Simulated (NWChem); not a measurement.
Program: NWChem. System: C$_{2}$H$_{4}$I, charge 1, spin multiplicity 1, at the geometry of a parent with another charge or spin, in a state set for the comparison that need not be this species' ground state. Level: RHF/def2-SVPD with def2 effective core potentials on I.

Job file:

```
start mol
memory heap 200 mb stack 900 mb global 1100 mb
charge 1
geometry units angstroms nocenter noautoz noautosym
  C     -2.409669     0.253318     0.595535
  C     -1.056417     0.851075     0.601592
  I      0.566494    -0.166782    -0.183124
  H     -3.075314     0.828196     1.259321
  H     -2.867605     0.258636    -0.413210
  H     -2.401702    -0.794217     0.936586
  H     -0.883043     1.920489     0.740114
end
basis spherical
  * library def2-svpd
end
ecp
  I library def2-ecp
end
scf
  rhf
  nopen 0
  maxiter 100
  thresh 1e-7
  semidirect memsize 60000000 filesize 0
end
task scf energy
```

Part of the output:

```
             Northwest Computational Chemistry Package (NWChem) 7.3.0
             --------------------------------------------------------

                                NWChem Input Module
                                -------------------

 Scaling coordinates for geometry "geometry" by  1.889725989
 (inverse scale =  0.529177249)

                             Geometry "geometry" -> ""
                             -------------------------

 Output coordinates in angstroms (scale by  1.889725989 to convert to a.u.)

  No.       Tag          Charge          X              Y              Z
 ---- ---------------- ---------- -------------- -------------- --------------
    1 C                    6.0000    -2.40966900     0.25331800     0.59553500
    2 C                    6.0000    -1.05641700     0.85107500     0.60159200
    3 I                   53.0000     0.56649400    -0.16678200    -0.18312400
    4 H                    1.0000    -3.07531400     0.82819600     1.25932100
    5 H                    1.0000    -2.86760500     0.25863600    -0.41321000
    6 H                    1.0000    -2.40170200    -0.79421700     0.93658600
    7 H                    1.0000    -0.88304300     1.92048900     0.74011400

 Effective nuclear repulsion energy (a.u.)     201.2742374486

            Nuclear Dipole moment (a.u.)
            ----------------------------
        X                 Y               Z
 ---------------- ---------------- ----------------
     0.0000037795     0.0000302356     0.0000018897


 Summary of "ao basis" -> "" (spherical)
 ------------------------------------------------------------------------------
       Tag                 Description            Shells   Functions and Types
 ---------------- ------------------------------  ------  ---------------------
 *                         def2-svpd                  on all atoms

 Summary of "ao basis" -> "ao basis" (spherical)
 ------------------------------------------------------------------------------
       Tag                 Description            Shells   Functions and Types
 ---------------- ------------------------------  ------  ---------------------
[...]
   Bfn.  Coefficient  Atom+Function         Bfn.  Coefficient  Atom+Function
  ----- ------------  ---------------      ----- ------------  ---------------
    53      0.529150  3 I  py                56      0.402518  3 I  py
    52      0.367583  3 I  px                55      0.282100  3 I  px
    50     -0.207294  3 I  py                47     -0.168957  3 I  py

 Vector   21  Occ=0.000000D+00  E=-2.232173D-01
              MO Center= -8.1D-01,  5.8D-01,  4.6D-01, r^2= 2.9D+00
   Bfn.  Coefficient  Atom+Function         Bfn.  Coefficient  Atom+Function
  ----- ------------  ---------------      ----- ------------  ---------------
    30      0.458060  2 C  pz                27      0.452489  2 C  pz
    57     -0.317017  3 I  pz                54     -0.248798  3 I  pz
    84      0.153638  5 H  s

 Vector   22  Occ=0.000000D+00  E=-1.214233D-01
              MO Center=  4.3D-01, -4.1D-02, -8.6D-02, r^2= 5.5D+00
   Bfn.  Coefficient  Atom+Function         Bfn.  Coefficient  Atom+Function
  ----- ------------  ---------------      ----- ------------  ---------------
    55      0.484168  3 I  px                23      0.455236  2 C  s
    58      0.348788  3 I  px                56     -0.304262  3 I  py
    28      0.290158  2 C  px                22      0.280147  2 C  s
    52      0.254932  3 I  px                25      0.241534  2 C  px
    29     -0.234365  2 C  py                59     -0.224071  3 I  py

 Vector   23  Occ=0.000000D+00  E=-6.510025D-02
              MO Center= -2.8D-01,  7.0D-01,  4.6D-02, r^2= 1.0D+01
   Bfn.  Coefficient  Atom+Function         Bfn.  Coefficient  Atom+Function
  ----- ------------  ---------------      ----- ------------  ---------------
     4      1.618919  1 C  s                101     -1.549016  7 H  s
    93     -1.528128  6 H  s                  3      1.413348  1 C  s
    45      1.354289  3 I  s                 85     -1.102082  5 H  s
    44     -1.084719  3 I  s                 24      0.755456  2 C  s
    23      0.600927  2 C  s                106      0.528179  7 H  py

 center of mass
 --------------
 x =   0.25608431 y =  -0.06929893 z =  -0.07721327

 moments of inertia (a.u.)
 ------------------
         120.335333277769         115.827061088156         152.799022054743
         115.827061088156         575.548027632148         -47.224409021983
         152.799022054743         -47.224409021983         583.021596694072

  Mulliken analysis of the total density
  --------------------------------------

    Atom       Charge   Shell Charges
 -----------   ------   -------------------------------------------------------
    1 C    6     5.97   1.99  0.88 -0.09  0.05  2.06  1.09  0.03 -0.04
    2 C    6     6.47   1.99  1.01  0.28  0.01  1.70  1.15  0.04  0.29
    3 I   25    24.35   1.83  0.22  1.27  0.63 -0.02  2.94  3.12  2.50  1.82  0.00  9.83  0.22 -0.01
    4 H    1     0.78   0.73 -0.04  0.03  0.07
    5 H    1     0.74   0.70 -0.04  0.03  0.05
    6 H    1     0.79   0.72 -0.03  0.03  0.07
    7 H    1     0.91   0.72  0.12  0.03  0.05

       Multipole analysis of the density wrt the origin
       ------------------------------------------------

     L   x y z        total         open         nuclear
     -   - - -        -----         ----         -------
     0   0 0 0      1.000000      0.000000     41.000000

     1   1 0 0     -1.711971      0.000000    -29.974512
     1   0 1 0      0.814255      0.000000      8.824854
     1   0 0 1      0.587136      0.000000      9.689519

     2   2 0 0    -16.167408      0.000000    263.496936
     2   1 1 0     -3.637789      0.000000    -51.766403
     2   1 0 1     -3.491472      0.000000    -73.591597
     2   0 2 0    -24.191837      0.000000     37.489953
     2   0 1 1      1.969258      0.000000     22.691701
     2   0 0 2    -25.658156      0.000000     29.709124

 Task  times  cpu:        3.4s     wall:        3.4s

 Total times  cpu:        3.4s     wall:        3.4s
```
